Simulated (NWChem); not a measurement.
System: CH3F3Si; SMILES FC(F)(F)[SiH3]

Excerpt of the output:

```
             Northwest Computational Chemistry Package (NWChem) 7.3.0
             --------------------------------------------------------

                             Geometry "geometry" -> ""
                             -------------------------

 Output coordinates in angstroms (scale by  1.889725989 to convert to a.u.)

  No.       Tag          Charge          X              Y              Z
 ---- ---------------- ---------- -------------- -------------- --------------
    1 Si                  14.0000     0.00000000     0.00000000    -1.49794400
    2 C                    6.0000     0.00000000     0.00000000     0.44494400
    3 F                    9.0000     0.99976100     0.77367000     0.94347600
    4 F                    9.0000     0.17013800    -1.25265400     0.94347600
    5 F                    9.0000    -1.16989900     0.47898300     0.94347600
    6 H                    1.0000    -0.18779000     1.41423400    -1.95727000
    7 H                    1.0000    -1.13086800    -0.86974800    -1.95727000
    8 H                    1.0000     1.31865800    -0.54448600    -1.95727000

 Effective nuclear repulsion energy (a.u.)     248.8685811875

                              NWChem Property Module
                              ----------------------

                                 NWChem DFT Module
                                 -----------------

 Summary of "ao basis" -> "ao basis" (spherical)
 ------------------------------------------------------------------------------
       Tag                 Description            Shells   Functions and Types
 ---------------- ------------------------------  ------  ---------------------
 Si                         6-31+g*                 10       22   5s4p1d
 C                          6-31+g*                  8       18   4s3p1d
 F                          6-31+g*                  8       18   4s3p1d
 H                          6-31+g*                  2        2   2s

            General Information
            -------------------
          SCF calculation type: DFT
          Wavefunction type:  closed shell.
          No. of atoms     :     8
          No. of electrons :    50
           Alpha electrons :    25
            Beta electrons :    25
          Charge           :     0
          Spin multiplicity:     1
          Use of symmetry is: off; symmetry adaption is: off
          Maximum number of iterations: 150
          AO basis - number of functions:   100
                     number of shells:    48
          Convergence on energy requested:  1.00D-06
          Convergence on density requested:  1.00D-05
          Convergence on gradient requested:  5.00D-04

              XC Information
              --------------
                         PBE0 Method XC Functional
                     Hartree-Fock (Exact) Exchange  0.250
          PerdewBurkeErnzerhof Exchange Functional  0.750
            Perdew 1991 LDA Correlation Functional  1.000 local
           PerdewBurkeErnz. Correlation Functional  1.000 non-local

             Grid Information
             ----------------
          Grid used for XC integration:  medium
          Radial quadrature: Mura-Knowles
          Angular quadrature: Lebedev.
          Tag              B.-S. Rad. Rad. Pts. Rad. Cut. Ang. Pts.
          ---              ---------- --------- --------- ---------
          Si                  1.10       88          11.0       590
          C                   0.70       49          12.0       434
          F                   0.50       49          11.0       434
          H                   0.35       45          11.0       434
          Grid pruning is: on
          Number of quadrature shells:   419
          Spatial weights used:  Erf1

      Superposition of Atomic Density Guess
      -------------------------------------

 Sum of atomic energies:        -626.11073480

      Non-variational initial energy
      ------------------------------

 Total energy =    -627.379126
 1-e energy   =   -1365.729405
 2-e energy   =     489.481697
 HOMO         =      -0.359232
 LUMO         =       0.049304

   convergence    iter        energy       DeltaE   RMS-Dens  Diis-err
 ---------------- ----- ----------------- --------- --------- ---------
 d= 0,ls=0.0,diis     1   -628.3039287819 -8.77D+02  1.51D-02  1.44D+00
 d= 0,ls=0.0,diis     2   -628.1859082449  1.18D-01  8.07D-03  3.24D+00
 d= 0,ls=0.0,diis     3   -628.4647759371 -2.79D-01  8.46D-04  1.16D-02
 d= 0,ls=0.0,diis     4   -628.4655406534 -7.65D-04  3.64D-04  3.33D-03
 d= 0,ls=0.0,diis     5   -628.4658400458 -2.99D-04  8.20D-05  4.69D-05
  Resetting Diis
 d= 0,ls=0.0,diis     6   -628.4658474408 -7.39D-06  1.55D-05  1.48D-06
 d= 0,ls=0.0,diis     7   -628.4658476929 -2.52D-07  4.72D-06  5.77D-08

         Total DFT energy =     -628.465847692879
      One electron energy =    -1366.874136095065
           Coulomb energy =      547.871854324150
    Exchange-Corr. energy =      -58.332147109427
 Nuclear repulsion energy =      248.868581187464

 Numeric. integr. density =       49.999997823982

                       DFT Final Molecular Orbital Analysis
                       ------------------------------------

[...]

 DFT Linear Response polarizability / au
 Frequency  =       0.0000000 / au
              X              Y              Z
 -----------------------------------------------
 X      39.4014035     -0.0000613     -0.0000211
 Y      -0.0000613     39.4014120      0.0000200
 Z      -0.0000211      0.0000200     41.9371877
 -----------------------------------------------
 Eigenvalues =      39.4013462     39.4014692     41.9371877
 Isotropic   =      40.2466677
 Anisotropic =       2.5357800
 -----------------------------------------------

 Magnetic Dipole Response Matrix (nonzero elements):

 Exiting AOResponse driver routine
```

Level: PBE0/6-31+G* (spherical d). Structure relaxed at the PBE-D3(BJ)/def2-SVP level.

Problem. Which NWChem input produces such a log?

Solution. One answer among several that fit: the input that was run:
```
start job
memory heap 200 mb stack 900 mb global 1100 mb
geometry units angstroms noautosym nocenter noautoz
  Si     0.000000     0.000000    -1.497944
  C      0.000000     0.000000     0.444944
  F      0.999761     0.773670     0.943476
  F      0.170138    -1.252654     0.943476
  F     -1.169899     0.478983     0.943476
  H     -0.187790     1.414234    -1.957270
  H     -1.130868    -0.869748    -1.957270
  H      1.318658    -0.544486    -1.957270
end
basis spherical
  Si library 6-31+g*
  C library 6-31+g*
  F library 6-31+g*
  H library 6-31+g*
end
dft
  xc pbe0
  iterations 150
end
property
  response 1 0.0
end
task dft property
```
